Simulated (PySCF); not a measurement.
C3H7FSi.
Atom-mapped SMILES: `[CH2:1]=[CH:2][C@H:3]([F:4])[SiH3:5]` (hydrogens: H6, H7 on C1; H8 on C2; H9 on C3; H10, H11, H12 on Si5)

Structure used (GFN2-xTB), in Å, numbered top down from 1:
```
atom  x, y, z in Å
C1    -1.7258    0.5984    0.7464
C2    -1.0471   -0.4044    0.2184
C3     0.0076   -0.2516   -0.8165
F4     0.0803   -1.4069   -1.5906
Si5    1.7493    0.0216   -0.0250
H6    -2.4550    0.4441    1.5222
H7    -1.5759    1.6154    0.4224
H8    -1.2060   -1.4217    0.5487
H9    -0.2392    0.5554   -1.5150
H10    2.0187   -1.1052    0.8642
H11    1.6751    1.2798    0.7149
H12    2.7192    0.0743   -1.1162
```

Computed, not measured: PBE0/def2-SVPD in PySCF (dipole) on a GFN2-xTB geometry, gas phase.

Take the most abundant isotopes and a rigid rotor. The values belong to one conformer with, in the numbering `[CH2:1]=[CH:2][C@H:3]([F:4])[SiH3:5]`, C1–C2–C3–F4 -152°.

Q: What are A, B and C (cm⁻¹)?

A: Ia = 101.57, Ib = 173.36, Ic = 252.01 u·Å²; 505379 MHz·u·Å²/I gives 4976, 2915 and 2005 MHz, that is A = 0.16597, B = 0.09724, C = 0.06689 cm⁻¹.

Q: Classify the top.

A: An asymmetric top; Ray's κ = -0.387.

Q: What does the inertial defect say?

A: Not planar: Δ = Ic − Ia − Ib = -22.92 u·Å². For a rigid frame Δ = −2 Σ m c², so Σ m c² = 11.46 u·Å² lies off the ab plane: 8.15 from hydrogen and 3.31 from heavier atoms. The atom farthest from that plane is 1.50 Å away.

Q: Which lines would a microwave search look for?

A: The dipole components are |μa| = 0.49 D, |μb| = 1.54 D, |μc| = 0.39 D. Intensities carry the squares of the components, which stand as 0.10 : 1.00 : 0.07 (a : b : c). Some lines, for components of 0.1 D or more:

```
type  branch         J(Ka,Kc)    MHz  lower level (cm⁻¹)
   c       Q  3(1,3) ← 3(0,3)    762               0.948
   a       Q  3(2,1) ← 3(2,2)   1111               1.320
   c       Q  2(1,2) ← 2(0,2)   1392               0.484
   c       R  1(1,0) ← 0(0,0)   7891               0.000
   b       Q  2(2,1) ← 2(1,2)   8911               0.531
   a       R  2(1,2) ← 1(1,1)   8931               0.233
   b       Q  3(2,2) ← 3(1,3)  10410               0.973
   b       R  3(0,3) ← 2(1,2)  12500               0.531
   a       R  3(0,3) ← 2(0,2)  13892               0.484
   a       R  3(2,2) ← 2(2,1)  14762               0.828
   a       R  3(2,1) ← 2(2,0)  15632               0.836
   a       R  3(1,2) ← 2(1,1)  15950               0.622
   c       R  2(2,0) ← 1(1,0)  17173               0.263
   c       R  3(2,1) ← 2(1,1)  22054               0.622
```

Q: Estimate the classical rotational partition function at 10 K, 100 K and 500 K.

A: Point group C1, symmetry number σ = 1; q = (√π/σ)·√((kT/h)³/(ABC)), k/h = 20836.6 MHz/K: 988 at 10 K, 31300 at 100 K, 349000 at 500 K.

Not checked by GFN2-xTB frequencies. Constants of a rigid frame at the computed geometry: no zero-point averaging, no centrifugal distortion. A rigid rotor knows nothing of internal rotation, which can split or shift real lines.

On one thread, AMD EPYC 9R45 (x86_64), shared host, this took 7.7 s of wall time and 0.72 GiB of memory at its peak. This is the PBE0/def2-SVPD job that gave the dipole, with the excitations it also computed.
